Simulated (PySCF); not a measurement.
Excitations are Tamm–Dancoff values on a coarser integration grid. The basis has no diffuse functions, so Rydberg states are missing or too high.

Species: H2AlCl, SMILES `[AlH2][Cl]` (charge 0, multiplicity 1).

Task: Estimate the HOMO, HOMO–LUMO gap, T1 excitation (TDA), LUMO and S1–T1 gap (TDA) that PySCF 2.14.0 with PBE0-D3(BJ)/def2-TZVP returns for this input.

Result: 
- HOMO: -8.57 eV
- HOMO–LUMO gap: 6.94 eV
- T1 excitation (TDA): 5.01 eV
- LUMO: -1.63 eV
- S1–T1 gap (TDA): 0.44 eV
